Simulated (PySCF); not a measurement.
C3H8BrIn, singlet, at a GFN2-xTB geometry (such geometries of metal compounds can be far from the true shape) (core potentials on In). Base run: DF-CAMB3LYP/def2-SV(P) (PySCF).

Here is a job for PySCF.
```python
from pyscf import gto, scf, dft

mol = gto.M(
    atom='''
In   -0.01293263    0.73316898   -0.02733244
Br    0.51983064   -1.60744123    0.71352299
C     1.01009032    2.24345028    1.30071083
H     2.08110202    2.19701466    1.10850243
H     0.81663935    1.95994343    2.33431148
H     0.64143285    3.24835861    1.11130546
C    -1.38968092    0.72130127   -1.84608890
C    -1.71159031   -0.70117541   -2.26462696
H    -0.87693566    1.26885473   -2.63910105
H    -2.28965348    1.27341964   -1.56872028
H    -2.21085201   -1.24338495   -1.45857704
H    -0.80309878   -1.24749497   -2.52754674
H    -2.37192224   -0.70300542   -3.13415970
''',
    basis='def2-sv(p)',
    ecp={'In': 'def2-sv(p)'},
    verbose=4,
    max_memory=1800,
)

mf = dft.RKS(mol)
mf.xc = 'camb3lyp'
mf = mf.density_fit(auxbasis='def2-universal-jkfit')
mf.kernel()
```

All variants below ran on the same shared machine, one core each. Differences are taken from the largest basis of the def2 family in the series, which isn't the basis-set limit (def2-TZVPP: -2883.549378 Eh). The cheapest run took about 19 core-seconds (a rough figure).

```csv
setting,basis functions,"cost, times the cheapest (rough)",difference in total energy (mEh)
def2-SV(P),116,1,482.98
def2-SVP,140,1,463.56
def2-TZVP,239,2,3.19
def2-TZVPP,303,3,reference
```

Times come from a shared machine, hold the start-up and are rough. Total energies converge more slowly with the basis than energy differences do.
